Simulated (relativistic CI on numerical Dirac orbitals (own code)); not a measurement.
Sc2+ in a cubic cluster: L2,3 absorption with charge transfer

Computed with a charge-transfer multiplet model of a cubic metal-ligand cluster with up to one ligand hole, Slater and spin-orbit integrals from Dirac-Coulomb-Breit ions, Slater integrals scaled by 0.9. The ground state mixes d1 with configurations of k ligand holes L, whose averages lie at kΔ + k(k − 1)U_dd/2; a core hole lowers each added d electron by U_cd. 300 K, Lorentzian 0.4 eV and Gaussian 0.3 eV FWHM.

Atomic integrals in eV (Slater integrals scaled, ζ unscaled), ground: F2dd 5.299, F4dd 3.246, zeta_d 0.008; with the core hole: F2dd 7.634, F4dd 4.756, zeta_d 0.015, zeta_core 3.008, F2cd 3.955, G1cd 2.758, G3cd 1.561. Where a configuration has fewer than two d electrons, the dd integrals are those of d2.

Cluster parameters (eV): U_dd = 4.7, U_cd = 5.9, 10Dq = 1.35, 10Dq(ligand) = 0.5, V(eg) = 2.3, V(t2g) = -1.08, final-state hopping factor = 1.

```tsv
Case	n_d	d1	d2L	S
Δ = 4.7 eV	1.29	0.71	0.29	0.50
Δ = 5.7 eV	1.25	0.75	0.25	0.50
Δ = 7.7 eV	1.20	0.80	0.20	0.50
Δ = 8.7 eV	1.17	0.83	0.17	0.50
Δ = 10.7 eV	1.14	0.86	0.14	0.50
```

Weights, n_d and S are thermal averages at 300 K. Photon energies count from the first peak over 30 % of the highest in each spectrum, which can be another peak from case to case. The parameters are a model scan and need not match a compound or its usual spin state. Peaks in eV (height, largest 100):
- Δ = 4.7 eV: -1.8 (22), 0.0 (40), 1.4 (83), 2.4 (75), 4.6 (79), 5.7 (100)
- Δ = 5.7 eV: -1.8 (21), 0.0 (40), 1.4 (82), 2.5 (76), 4.6 (83), 5.8 (100)
- Δ = 7.7 eV: -1.8 (21), 0.0 (40), 1.4 (81), 2.5 (77), 4.6 (85), 5.8 (100)
- Δ = 8.7 eV: -1.8 (21), 0.0 (39), 1.5 (80), 2.5 (76), 4.7 (84), 5.8 (100)
- Δ = 10.7 eV: -1.8 (20), 0.0 (39), 1.5 (79), 2.6 (75), 4.7 (85), 5.9 (100)

Curve for Δ = 10.7 eV (points under 2 left out, the grid thinned):

E (eV), Intensity and a bar:
```
     -3.2        2.1 
     -2.9        3.2 
     -2.6        4.3 #
     -2.3        7.8 ##
     -2.0       15.8 ####
     -1.7       20.0 ######
     -1.5       16.8 #####
     -1.2       17.4 #####
     -0.9       23.5 #######
     -0.6       30.0 #########
     -0.3       35.4 ##########
      0.0       39.2 ############
      0.3       34.6 ##########
      0.6       35.4 ##########
      0.9       46.0 ##############
      1.2       68.6 #####################
      1.5       79.0 ########################
      1.7       76.4 #######################
      2.0       55.2 ################
      2.3       58.5 #################
      2.6       75.0 #######################
      2.9       67.5 ####################
      3.2       42.0 ############
      3.5       29.3 ########
      3.8       45.0 #############
      4.1       54.7 ################
      4.4       68.2 #####################
      4.7       85.0 ##########################
      4.9       73.7 ######################
      5.2       58.4 #################
      5.5       69.8 #####################
      5.8       98.9 ##############################
      6.1       93.8 ############################
      6.4       72.2 ######################
      6.7       34.8 ##########
      7.0       13.9 ####
      7.3        8.2 ##
      7.6        6.3 #
      7.9        4.2 #
      8.1        3.3 
      8.4        2.6 
      8.7        2.3 
      9.0        2.7 
      9.3        3.3 
      9.6        2.0
```

For the case Δ = 7.7 eV, Δ = 7.7 eV is larger than U_dd = 4.7 eV, the Mott-Hubbard side of the Zaanen-Sawatzky-Allen scheme. With the core hole the configuration with one ligand hole lies at Δ + U_dd − U_cd = 3.5, 4.5, 6.5, 7.5, 9.5 eV from the one without, in the order of the table; where this is negative the screened configuration lies lower, though the effective hopping of about 5.1 eV (from the holes of the mixed ground state) mixes the two strongly wherever it is as large as the gap.

With at most 1 ligand hole the space is cut while the next configuration still counts, so covalency is underestimated, and a final configuration with one more ligand hole, which can lie low, is missing from the spectra.
